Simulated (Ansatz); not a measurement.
Steps of a relaxation of CH₆B₂OS with RKS PBE0-D4/def2-TZVP.

```sh
$ ansatz run in.yaml --threads 4 --pin off --events-out ev --progress --plain --max-ram 10444MiB
```

```yaml
crystal:
  periodic: [false, false, false]
  atoms:
    - {symbol: B, position_ang: [-0.439871, 1.218441, -0.288366]}
    - {symbol: B, position_ang: [0.824110, 0.067609, -0.218323]}
    - {symbol: O, position_ang: [2.164467, 0.005261, -0.456903]}
    - {symbol: C, position_ang: [0.029688, -1.255593, 0.264153]}
    - {symbol: S, position_ang: [-1.613118, -0.504334, -0.182564]}
    - {symbol: H, position_ang: [-0.783041, 1.842200, -1.285671]}
    - {symbol: H, position_ang: [-0.640267, 1.825088, 0.763306]}
    - {symbol: H, position_ang: [2.511404, 0.867654, -0.751144]}
    - {symbol: H, position_ang: [0.079397, -1.387736, 1.364975]}
    - {symbol: H, position_ang: [0.168857, -2.241356, -0.225258]}
    - {symbol: H, position_ang: [-2.236426, -0.494233, 1.036295]}
basis:
  gaussian: {orbitals: def2-TZVP}
hamiltonian: {xc: pbe0, dispersion: d4}
relax: {f_tol: 0.005, max_steps: 150}
```

Positions (Å) and forces (eV/Å) along the path, 11 of 12 steps:

```xyz
11
step=1 energy=-15363.3446 eV
B    -0.440    1.218   -0.288   -0.120    0.264    0.012
B     0.824    0.068   -0.218    0.106   -0.212    0.010
O     2.164    0.005   -0.457   -0.214    0.710   -0.148
C     0.030   -1.256    0.264   -0.161   -0.197    0.119
S    -1.613   -0.504   -0.183    0.250   -0.098    0.624
H    -0.783    1.842   -1.286    0.136   -0.243    0.355
H    -0.640    1.825    0.763    0.067   -0.239   -0.356
H     2.511    0.868   -0.751   -0.207   -0.622    0.205
H     0.079   -1.388    1.365   -0.062    0.076   -0.563
H     0.169   -2.241   -0.225   -0.077    0.546    0.250
H    -2.236   -0.494    1.036    0.283    0.015   -0.509
11
step=2 energy=-15363.3853 eV
B    -0.438    1.213   -0.287   -0.085    0.048   -0.010
B     0.818    0.065   -0.217    0.086   -0.105    0.034
O     2.153    0.012   -0.456   -0.130    0.232   -0.042
C     0.029   -1.251    0.264   -0.192    0.002    0.009
S    -1.602   -0.505   -0.179    0.158   -0.043    0.268
H    -0.774    1.827   -1.275    0.052   -0.062    0.112
H    -0.641    1.804    0.756    0.029   -0.069   -0.112
H     2.495    0.866   -0.746   -0.027   -0.181    0.051
H     0.068   -1.383    1.352    0.010    0.023   -0.169
H     0.166   -2.224   -0.222   -0.005    0.157    0.069
H    -2.209   -0.480    1.031    0.106   -0.001   -0.210
11
step=3 energy=-15363.3916 eV
B    -0.441    1.208   -0.287   -0.002   -0.018    0.013
B     0.815    0.065   -0.209    0.003   -0.030   -0.046
O     2.144    0.014   -0.454   -0.034    0.011    0.015
C     0.023   -1.248    0.264   -0.070    0.035   -0.001
S    -1.597   -0.506   -0.174    0.099    0.010   -0.018
H    -0.764    1.823   -1.271   -0.015   -0.001   -0.011
H    -0.639    1.798    0.749   -0.014    0.009    0.020
H     2.488    0.862   -0.748    0.032    0.008   -0.007
H     0.069   -1.382    1.346    0.003   -0.010    0.025
H     0.166   -2.212   -0.223    0.010   -0.019   -0.010
H    -2.199   -0.479    1.027   -0.013    0.006    0.020
11
step=4 energy=-15363.3921 eV
B    -0.441    1.209   -0.286   -0.035   -0.030   -0.018
B     0.814    0.063   -0.215    0.038    0.011    0.033
O     2.145    0.014   -0.454   -0.019    0.003   -0.008
C     0.022   -1.248    0.265   -0.021    0.002   -0.014
S    -1.591   -0.505   -0.177    0.009    0.016   -0.006
H    -0.770    1.822   -1.268    0.001    0.013   -0.007
H    -0.643    1.794    0.753    0.011    0.003    0.006
H     2.491    0.860   -0.747    0.019    0.002   -0.004
H     0.070   -1.380    1.348    0.010    0.000    0.007
H     0.166   -2.213   -0.221    0.003   -0.013   -0.002
H    -2.197   -0.474    1.023   -0.016   -0.006    0.012
11
step=5 energy=-15363.3923 eV
B    -0.442    1.208   -0.287   -0.020   -0.013   -0.005
B     0.815    0.064   -0.213    0.014    0.002    0.002
O     2.145    0.013   -0.455   -0.014    0.011    0.001
C     0.022   -1.247    0.265   -0.003   -0.008    0.000
S    -1.591   -0.504   -0.176    0.008    0.012   -0.004
H    -0.770    1.823   -1.269    0.002    0.005    0.001
H    -0.642    1.795    0.753    0.006    0.002    0.002
H     2.493    0.860   -0.748    0.011   -0.006   -0.002
H     0.070   -1.379    1.348    0.003    0.001    0.001
H     0.166   -2.213   -0.221    0.001   -0.003    0.002
H    -2.200   -0.477    1.023   -0.006   -0.002    0.003
11
step=6 energy=-15363.3924 eV
B    -0.443    1.209   -0.284   -0.006   -0.004   -0.018
B     0.815    0.065   -0.215    0.004   -0.003    0.007
O     2.144    0.012   -0.459   -0.007   -0.002    0.002
C     0.022   -1.246    0.268    0.004    0.007   -0.002
S    -1.589   -0.503   -0.180    0.004    0.006    0.001
H    -0.774    1.828   -1.263    0.003    0.001    0.007
H    -0.638    1.792    0.758    0.000   -0.003    0.005
H     2.497    0.856   -0.755   -0.001    0.003   -0.001
H     0.071   -1.373    1.351   -0.003    0.008    0.006
H     0.169   -2.213   -0.213    0.000   -0.012   -0.009
H    -2.211   -0.484    1.013    0.003   -0.001    0.002
11
step=7 energy=-15363.3924 eV
B    -0.444    1.208   -0.285    0.001   -0.001   -0.007
B     0.815    0.065   -0.215    0.001    0.000    0.002
O     2.144    0.012   -0.460    0.001   -0.003    0.000
C     0.023   -1.245    0.268    0.003    0.000    0.000
S    -1.588   -0.503   -0.181   -0.002   -0.001    0.000
H    -0.773    1.831   -1.262   -0.001   -0.001    0.005
H    -0.637    1.789    0.759    0.001   -0.001    0.003
H     2.497    0.855   -0.756   -0.004    0.002    0.000
H     0.070   -1.370    1.352   -0.002    0.005    0.001
H     0.169   -2.214   -0.211    0.000   -0.001   -0.002
H    -2.211   -0.485    1.011    0.002    0.002   -0.002
11
step=8 energy=-15363.3925 eV
B    -0.444    1.207   -0.285    0.005    0.003   -0.001
B     0.815    0.065   -0.216   -0.004    0.004   -0.004
O     2.144    0.012   -0.462    0.010   -0.006    0.000
C     0.023   -1.245    0.269    0.000   -0.004    0.000
S    -1.587   -0.503   -0.184   -0.002   -0.003    0.003
H    -0.775    1.834   -1.258    0.000    0.001    0.001
H    -0.635    1.783    0.762   -0.001   -0.001    0.001
H     2.497    0.855   -0.759   -0.007    0.002    0.000
H     0.069   -1.364    1.354    0.000    0.000   -0.003
H     0.170   -2.216   -0.206    0.000    0.005    0.004
H    -2.213   -0.485    1.007    0.000    0.000   -0.003
11
step=9 energy=-15363.3925 eV
B    -0.444    1.207   -0.285    0.005    0.005    0.002
B     0.816    0.065   -0.218   -0.007    0.004    0.001
O     2.144    0.012   -0.464    0.011   -0.008   -0.002
C     0.023   -1.244    0.271   -0.004   -0.001   -0.001
S    -1.585   -0.503   -0.187    0.002   -0.006    0.000
H    -0.775    1.839   -1.254   -0.002    0.000   -0.001
H    -0.634    1.777    0.766    0.001    0.000   -0.001
H     2.497    0.854   -0.763   -0.006    0.003    0.000
H     0.068   -1.358    1.356    0.001   -0.001   -0.003
H     0.171   -2.217   -0.201    0.000    0.005    0.004
H    -2.216   -0.487    1.001    0.000    0.000   -0.002
11
step=10 energy=-15363.3925 eV
B    -0.443    1.207   -0.284    0.001    0.002    0.004
B     0.816    0.065   -0.219   -0.004    0.001    0.000
O     2.144    0.011   -0.468    0.009   -0.006   -0.001
C     0.024   -1.243    0.273   -0.006    0.003   -0.002
S    -1.584   -0.504   -0.192    0.003   -0.001    0.004
H    -0.775    1.844   -1.250    0.001   -0.001   -0.001
H    -0.631    1.772    0.770   -0.001   -0.001   -0.002
H     2.496    0.853   -0.769   -0.004    0.003    0.000
H     0.066   -1.352    1.359    0.000   -0.001   -0.003
H     0.173   -2.218   -0.193    0.001    0.003    0.002
H    -2.221   -0.490    0.994   -0.002   -0.001   -0.001
11
step=12 energy=-15363.3925 eV
B    -0.442    1.207   -0.282    0.000    0.001    0.000
B     0.817    0.064   -0.219    0.002    0.000    0.004
O     2.144    0.010   -0.472   -0.002    0.000   -0.001
C     0.024   -1.242    0.274    0.000    0.000   -0.002
S    -1.582   -0.505   -0.194    0.002    0.002    0.001
H    -0.773    1.847   -1.246   -0.001   -0.001    0.000
H    -0.631    1.769    0.774   -0.001   -0.001   -0.001
H     2.494    0.852   -0.774    0.000    0.000    0.000
H     0.065   -1.348    1.361    0.000    0.001    0.000
H     0.175   -2.218   -0.189   -0.001   -0.002   -0.001
H    -2.225   -0.493    0.988    0.000    0.000    0.000
```

Hardware: 4 threads of an Arm Neoverse V1 on a shared host. Wall time 43 s, peak host memory 0.48 GiB.
